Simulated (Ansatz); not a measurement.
Ansatz (an electronic-structure program) job for BF2, SMILES [B](F)F, multiplicity 2, PBE/def2-TZVPD. Geometry: B3LYP-D3(BJ)/def2-TZVP. The isomer is the one that the SMILES or the coordinates give; other isomers of the formula were not compared.

Ansatz 0.2 input:
```yaml
crystal:
  periodic: [false, false, false]
  atoms:
    - {symbol: F, position_ang: [0.00000000, -1.14215847, -0.13957424]}
    - {symbol: B, position_ang: [0.00000000, 0.00000000, 0.50246728]}
    - {symbol: F, position_ang: [0.00000000, 1.14215846, -0.13957424]}
basis:
  gaussian:
    orbitals: def2-TZVPD
hamiltonian:
  xc: {name: PBE}
magnetization: {spin_polarized: true, initial_magnetization: 1}
```

Output:

```
WARN ansatz: RAYON_NUM_THREADS=1 ignored (pool sized by the plan → 1); use --threads N
Functional definition: PBE
integrals: 0.02 GiB planned
559 factors; their error is unknown
mean field: 0.32 GiB planned
mean field evaluation 1: about -6105.3930 eV, gradient 2.8e1 eV
mean field evaluation 2: about -6099.0135 eV, gradient 5.6e1 eV
mean field evaluation 4: about -6107.4396 eV, gradient 5.9e-1 eV
mean field evaluation 8: about -6107.4394 eV, gradient 6.2e-2 eV
mean field evaluation 16: about -6107.4394 eV, gradient 3.0e-6 eV
mean field -6107.43944129 eV, -224.4442596961 hartree, gradient 3.0e-6 eV, S^2 0.751931; 0 other end points of the search recorded, 0 dependent functions left out
reference -6107.43949352 eV, -224.4442616158 hartree; 12, 11 occupied and 105, 106 virtual orbitals, 559 factors
Total energy: -6107.43949352 eV, -224.4442616158 hartree
```

The run converged.
